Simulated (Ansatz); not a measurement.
Calculated with Ansatz (gas phase, PBE0-D4/def2-TZVP geometries, no zero-point term in ΔE). CCSD(T)/CBS adds triple-zeta CCSD(T) − MP2 to the extrapolated MP2 energy (def2 sets, frozen cores). This one scheme is used for every species. DFT in def2-TZVPP. B3LYP here is the variant with VWN-RPA as its local correlation; programs differ in this. For Ge outer-core shells are correlated without core-valence functions, which leaves a few kJ/mol of doubt a bond. Scalar relativity is left out up to krypton. One conformer a species, not always the lowest.

`[NH2][GeH]([OH])[F]` + H₂ → `[OH][GeH2][F]` + NH₃  (hydrogenolysis of a Ge–N bond)

Task: Is it downhill or uphill in electronic energy at CCSD(T)/CBS, and by how much? (Estimate.)

Result: Computed: Uphill: ΔE = +0.09 eV.

Task: What do these levels give: BLYP-D4, r2SCAN-D4, B2PLYP, PBE, revPBE, r2SCAN, PBE0, B3LYP, CAM-B3LYP, RPA@PBE/def2-TZVPP, CCSD(T)/def2-SVP, MP2/CBS(def2)? (Best estimate.)

Result: Ansatz gave: BLYP-D4 0.07, r2SCAN-D4 0.10, B2PLYP 0.05, PBE 0.00, revPBE -0.03, r2SCAN 0.08, PBE0 0.00, B3LYP -0.02, CAM-B3LYP 0.01, RPA@PBE/def2-TZVPP 0.06, CCSD(T)/def2-SVP 0.04, MP2/CBS(def2) 0.15 eV.

Largest T1 diagnostic among the species: 0.012.

In def2-TZVPP, CCSD(T) changes the Hartree–Fock value by +0.14 eV (the triples alone add +0.03 eV) and MP2 by +0.20 eV. Leaving LDA and LC-ωPBE aside and taking each functional with its dispersion term where it has one, the values, not all of them listed here, spread over 0.11 eV, from B97M-V to r2SCAN-D4. LDA lies +0.07 eV from PBE without D4.
